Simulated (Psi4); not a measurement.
**How methods differ on CH4SZn (SMILES C[S][ZnH])**

CH4SZn has 7 atoms, charge 0, and is taken as a singlet. As SMILES, `C[S][ZnH]`. Geometry: optimised at PBE0/def2-TZVP.

Quantity: the HOMO–LUMO gap, in eV. The values are calculated.

```tsv
level	kind	program	value (eV)	CPU time
PBE-D4/def2-TZVPP (density fitting)	GGA	Psi4	3.87	36 s
r2SCAN-D4/def2-TZVPP (density fitting)	meta-GGA	Psi4	4.42	77 s
B3LYP-D4/def2-TZVPP (density fitting)	global hybrid	Psi4	5.29	32 s
PBE0-D4/def2-TZVPP (density fitting)	global hybrid	Psi4	5.78	34 s
wB97M-V/def2-TZVPP (density fitting)	range-separated hybrid	Psi4	9.42	98 s
```

The values span 3.87 to 9.42 eV. Orbital gaps aren't excitation energies; they tend to grow with the share of exact exchange. CPU times are rough (shared hosts, several kinds of processor): they show what a rung costs within a factor of a few.
